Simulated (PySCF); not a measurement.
PySCF input file for C5H7BO, SMILES C#CB1OC[C@@H]1C, PBE0-D3(BJ)/def2-SVP. Coordinates come from a PBE0-D3(BJ)/def2-SVP optimisation. The structure was generated by enumeration; whether it is a known compound was not checked.

```python
import numpy as np
from pyscf import gto, scf, dft, df
from pyscf.hessian import thermo

mol = gto.M(
    atom='''
    C     2.98782970    0.47117606    0.40940591
    C     1.84454461    0.09836525    0.22057161
    B     0.38827773   -0.30654726    0.02354677
    O    -0.07616461   -1.35725320   -0.71315821
    C    -1.44393302   -0.98727675   -0.41047906
    C    -1.04549036    0.20576375    0.47934434
    C    -1.53627358    1.58889339    0.09284833
    H     4.00152916    0.79232256    0.57061722
    H    -1.96736141   -1.82105509    0.08373496
    H    -1.97909904   -0.71926946   -1.33608082
    H    -1.24256342    0.00237424    1.54515425
    H    -1.02400099    2.36445452    0.68205411
    H    -2.61942385    1.70489383    0.26157031
    H    -1.34121620    1.80551133   -0.96966512
    ''',
    basis='def2-SVP',
    charge=0,
    spin=0,
    max_memory=1600,
    verbose=3,
)
mf = dft.RKS(mol, xc='pbe0').density_fit(auxbasis='def2-universal-jkfit')
mf.disp = 'd3bj'
mf.grids.level = 3
mf.conv_tol = 1e-11
mf.max_cycle = 100
mf.kernel()

# [left out here: the lines that compute and print the analytic Hessian (its translational invariance restored by hand, since the grid's response is missing), thermochemistry and intensities]
```

Program output:

```
[...]
       0   C                 0.00  0.00  0.00   -0.00 -0.00 -0.00   -0.01 -0.00 -0.00
       1   C                 0.00 -0.00 -0.00   -0.00  0.00  0.00   -0.01  0.01  0.00
       2   B                -0.02  0.02  0.01    0.02 -0.03 -0.02    0.06 -0.09 -0.06
       3   O                 0.00 -0.03  0.03    0.00 -0.01  0.03   -0.00  0.04  0.03
       4   C                -0.00  0.06 -0.08   -0.00  0.03 -0.01    0.01  0.06  0.02
       5   C                 0.01 -0.09  0.07   -0.04  0.06 -0.06   -0.14 -0.03  0.01
       6   C                -0.01  0.04 -0.08    0.02 -0.02  0.06    0.06  0.01 -0.00
       7   H                 0.00  0.00  0.00   -0.00 -0.01 -0.00   -0.01 -0.01 -0.01
       8   H                 0.34 -0.06  0.08    0.43 -0.40 -0.27    0.11 -0.03 -0.04
       9   H                -0.41  0.02  0.14   -0.33  0.27  0.25    0.23 -0.29 -0.20
      10   H                 0.25 -0.19  0.10   -0.11  0.18 -0.06    0.35  0.17  0.14
      11   H                -0.04 -0.06  0.09   -0.00  0.07 -0.06   -0.13  0.10  0.04
      12   H                 0.02  0.04  0.11   -0.01 -0.09 -0.08    0.03 -0.19  0.03
      13   H                -0.11  0.32 -0.04    0.04 -0.22  0.02   -0.15  0.01 -0.04
Mode                                21                  22                  23
Irrep
Freq [cm^-1]                     1277.5500           1371.6997           1392.1351
Reduced mass [au]                   1.5171              2.0850              1.6990
Force const [Dyne/A]                1.4589              2.3114              1.9400
Char temp [K]                    1838.1100           1973.5705           2002.9724
Normal mode                   x     y     z       x     y     z       x     y     z
       0   C                 0.03  0.01  0.00    0.03  0.01  0.00   -0.02 -0.00 -0.00
       1   C                 0.01  0.00 -0.00    0.01 -0.00 -0.00   -0.00 -0.01 -0.00
       2   B                -0.11 -0.05 -0.02   -0.12 -0.01 -0.01    0.04  0.09  0.05
       3   O                 0.00  0.02  0.00   -0.00  0.01  0.01   -0.02 -0.05 -0.03
       4   C                -0.03  0.04  0.07   -0.01  0.06  0.03   -0.01  0.05  0.03
       5   C                 0.03  0.08  0.01    0.09 -0.13 -0.04    0.02 -0.06 -0.01
       6   C                -0.00 -0.01 -0.04   -0.03  0.00  0.04   -0.04  0.10 -0.01
       7   H                 0.03  0.01  0.01    0.03  0.01  0.01   -0.02 -0.00  0.00
       8   H                 0.19 -0.29 -0.25    0.22 -0.10 -0.02    0.05 -0.11 -0.18
       9   H                 0.22 -0.18 -0.13    0.20 -0.10 -0.13    0.02 -0.24 -0.08
      10   H                -0.04 -0.54 -0.12   -0.12  0.36  0.01   -0.01  0.11  0.02
      11   H                 0.04 -0.12  0.07    0.02  0.17 -0.21    0.26 -0.26  0.19
      12   H                 0.02 -0.07  0.11   -0.04  0.17 -0.18   -0.07 -0.34  0.02
      13   H                 0.03  0.07 -0.02   -0.01  0.13  0.06    0.10 -0.35 -0.07
Mode                                24                  25                  26
Irrep
Freq [cm^-1]                     1405.9396           1468.2940           1474.7917
Reduced mass [au]                   2.1299              1.0581              1.0537
Force const [Dyne/A]                2.4805              1.3440              1.3503
Char temp [K]                    2022.8341           2112.5482           2121.8968
Normal mode                   x     y     z       x     y     z       x     y     z
       0   C                -0.03 -0.01 -0.00    0.01  0.00  0.00    0.00  0.00  0.00
       1   C                -0.00 -0.01 -0.00    0.00 -0.00 -0.00    0.00 -0.00 -0.00
       2   B                 0.09  0.11  0.08   -0.03 -0.01 -0.00   -0.01  0.00  0.00
       3   O                -0.03 -0.07 -0.05    0.00  0.01  0.00   -0.00  0.00  0.00
       4   C                -0.01  0.04  0.04    0.00  0.00  0.00   -0.00  0.01  0.00
       5   C                -0.01  0.02 -0.00    0.04 -0.00 -0.01    0.01 -0.03 -0.02
       6   C                 0.03 -0.08  0.01    0.04  0.01 -0.00   -0.01  0.00 -0.04
       7   H                -0.04 -0.01 -0.00    0.01  0.00  0.00    0.00  0.00  0.00
       8   H                 0.01 -0.15 -0.25   -0.01 -0.00 -0.02    0.06 -0.02  0.02
       9   H                 0.01 -0.26 -0.07   -0.02 -0.02  0.00    0.05  0.03 -0.02
      10   H                 0.02 -0.06 -0.01   -0.04  0.03 -0.01   -0.03  0.10 -0.01
      11   H                -0.21  0.19 -0.12   -0.28 -0.16  0.49   -0.43  0.16  0.13
      12   H                 0.05  0.29 -0.04    0.03  0.38 -0.22    0.11  0.21  0.62
      13   H                -0.11  0.25  0.05   -0.50 -0.36 -0.17    0.43 -0.28 -0.00
Mode                                27                  28                  29
Irrep
Freq [cm^-1]                     1496.2964           2194.9878           3046.2995
Reduced mass [au]                   1.2011              5.9603              1.0378
Force const [Dyne/A]                1.5844             16.9194              5.6741
Char temp [K]                    2152.8374           3158.0988           4382.9467
Normal mode                   x     y     z       x     y     z       x     y     z
       0   C                -0.01 -0.00 -0.00    0.15  0.05  0.02   -0.00 -0.00 -0.00
       1   C                 0.00 -0.00 -0.00   -0.21 -0.07 -0.03    0.00 -0.00 -0.00
       2   B                 0.05  0.04  0.03    0.04  0.01  0.01   -0.00  0.00  0.00
       3   O                -0.02 -0.03 -0.02    0.00 -0.00 -0.00   -0.00 -0.00 -0.00
       4   C                -0.08 -0.03 -0.02   -0.00 -0.00 -0.00   -0.00 -0.00 -0.00
       5   C                -0.01  0.01  0.01   -0.00  0.00  0.00   -0.00  0.00  0.00
       6   C                 0.01  0.00 -0.00    0.00  0.00 -0.00    0.02 -0.04  0.02
       7   H                -0.02 -0.00 -0.00    0.29  0.09  0.05    0.00  0.00  0.00
       8   H                 0.46 -0.09  0.42    0.00 -0.00  0.00    0.01  0.02 -0.02
       9   H                 0.47  0.39 -0.19    0.00  0.00 -0.00    0.02 -0.01  0.04
      10   H                 0.02 -0.06  0.00    0.00 -0.00  0.00    0.00  0.00 -0.01
      11   H                 0.02 -0.04  0.04    0.00  0.00  0.00    0.23  0.33  0.26
      12   H                -0.00 -0.02 -0.04   -0.00 -0.00  0.00   -0.62  0.05  0.10
      13   H                -0.06 -0.01 -0.02    0.00  0.00 -0.00    0.11  0.10 -0.55
Mode                                30                  31                  32
Irrep
Freq [cm^-1]                     3069.6181           3088.8203           3132.7842
Reduced mass [au]                   1.0583              1.0860              1.1041
Force const [Dyne/A]                5.8755              6.1045              6.3842
Char temp [K]                    4416.4971           4444.1246           4507.3789
Normal mode                   x     y     z       x     y     z       x     y     z
       0   C                -0.00 -0.00 -0.00    0.00  0.00  0.00   -0.00 -0.00  0.00
       1   C                 0.00  0.00  0.00    0.00 -0.00 -0.00    0.00  0.00  0.00
       2   B                -0.00 -0.00 -0.00   -0.00  0.00 -0.00   -0.00  0.00  0.00
       3   O                 0.00  0.00 -0.00    0.00  0.00  0.00   -0.00  0.00 -0.00
       4   C                 0.05  0.03  0.03    0.01 -0.00  0.01   -0.00 -0.01  0.01
       5   C                -0.00 -0.00  0.01    0.01  0.01 -0.08    0.00  0.00 -0.01
       6   C                 0.00 -0.00 -0.00   -0.01 -0.00  0.01    0.07  0.01 -0.05
       7   H                -0.00 -0.00 -0.00    0.00  0.00  0.00   -0.00  0.00 -0.00
       8   H                -0.30 -0.49  0.31    0.01  0.01 -0.01    0.03  0.05 -0.03
       9   H                -0.33  0.19 -0.60   -0.06  0.03 -0.11   -0.03  0.02 -0.05
      10   H                 0.02  0.02 -0.08   -0.18 -0.17  0.90   -0.02 -0.02  0.12
      11   H                 0.02  0.03  0.02   -0.02 -0.02 -0.01   -0.07 -0.12 -0.10
      12   H                -0.04  0.01  0.01    0.07 -0.01 -0.01   -0.67  0.07  0.10
      13   H                 0.00  0.00 -0.02    0.02  0.02 -0.12   -0.10 -0.11  0.60
Mode                                33                  34                  35
Irrep
Freq [cm^-1]                     3140.9132           3149.5951           3477.7474
Reduced mass [au]                   1.1129              1.1031              1.1607
Force const [Dyne/A]                6.4687              6.4475              8.2714
Char temp [K]                    4519.0748           4531.5662           5003.7042
Normal mode                   x     y     z       x     y     z       x     y     z
       0   C                -0.00 -0.00  0.00    0.00  0.00  0.00    0.10  0.03  0.02
       1   C                 0.00 -0.00 -0.00    0.00 -0.00 -0.00   -0.03 -0.01 -0.00
       2   B                -0.00  0.00 -0.00   -0.00 -0.00 -0.00    0.00  0.00  0.00
       3   O                 0.00 -0.00  0.00    0.00  0.00  0.00   -0.00  0.00  0.00
       4   C                 0.00  0.06 -0.07   -0.00  0.01 -0.01   -0.00 -0.00 -0.00
       5   C                 0.00  0.00 -0.01    0.00  0.00 -0.01    0.00 -0.00 -0.00
       6   C                 0.01  0.01  0.01   -0.04 -0.04 -0.07   -0.00 -0.00  0.00
       7   H                 0.00  0.00  0.00    0.00 -0.00 -0.00   -0.87 -0.28 -0.14
       8   H                -0.32 -0.53  0.31   -0.04 -0.07  0.04   -0.00 -0.00  0.00
       9   H                 0.29 -0.15  0.52    0.04 -0.02  0.08   -0.00  0.00 -0.00
      10   H                -0.02 -0.01  0.10   -0.01 -0.02  0.08   -0.00 -0.00  0.00
      11   H                -0.06 -0.10 -0.07    0.38  0.56  0.43    0.00  0.00  0.00
      12   H                -0.08  0.01  0.01    0.19 -0.02 -0.04   -0.00  0.00 -0.00
      13   H                 0.00  0.00 -0.01   -0.09 -0.09  0.42    0.00  0.00 -0.00
temperature 298.1500 [K]
pressure 101325.00 [Pa]
Rotational constants [GHz] 4.54869 1.91244 1.42646
Symmetry number 1
Zero-point energy (ZPE) 0.11143 [Eh]   292560.377 [J/mol]
                           tot       elec      trans        rot        vib
Entropy [J/mol/K]       350.838      0.000    165.398    115.693     69.748
Cv [J/mol/K]            109.300      0.000     12.472     12.472     84.357
Cp [J/mol/K]            117.615      0.000     20.786     12.472     84.357
Internal energy [J/mol]                      3718.434   3718.434 304485.834
Internal energy [Eh]   -294.10347  -294.22228
Enthalpy [J/mol]                             6197.391   3718.434 304485.834
Enthalpy [Eh]          -294.10253
Gibbs free energy [J/mol]                  -43115.953 -30775.305 283690.468
Gibbs free energy [Eh] -294.14237
mode   freq/cm-1   IR/(km/mol)
   1      103.34         1.821
   2      129.03         3.972
   3      166.80         1.362
   4      230.93         0.854
   5      274.72         2.977
   6      365.90         0.633
   7      474.18         6.099
   8      530.43         0.815
   9      635.11        14.387
  10      714.84        38.026
  11      763.69         7.086
  12      769.79        25.794
  13      887.66         0.833
  14      912.76         5.422
  15      987.73         8.249
  16     1014.19       123.327
  17     1086.23        32.856
  18     1119.20         3.321
  19     1163.34         2.547
  20     1193.70         3.250
  21     1201.25        33.151
  22     1277.55        94.373
  23     1371.70        72.440
  24     1392.14        42.717
  25     1405.94       128.559
  26     1468.29        18.897
  27     1474.79         9.207
  28     1496.30        20.786
  29     2194.99        87.365
  30     3046.30        29.699
  31     3069.62        50.325
  32     3088.82         3.250
  33     3132.78        18.546
  34     3140.91        23.353
  35     3149.60        15.570
  36     3477.75        50.935
max |gradient| / (hartree/bohr): 5.067505790623471e-05
APT charges: [-1.8580e-01 -4.3060e-01  1.0315e+00 -7.8680e-01  3.9630e-01 -2.1230e-01
  8.9600e-02  2.1830e-01 -4.4300e-02 -3.5500e-02  1.8000e-03  1.0000e-04
 -3.1300e-02 -1.1200e-02]
```

Self-consistency was reached.
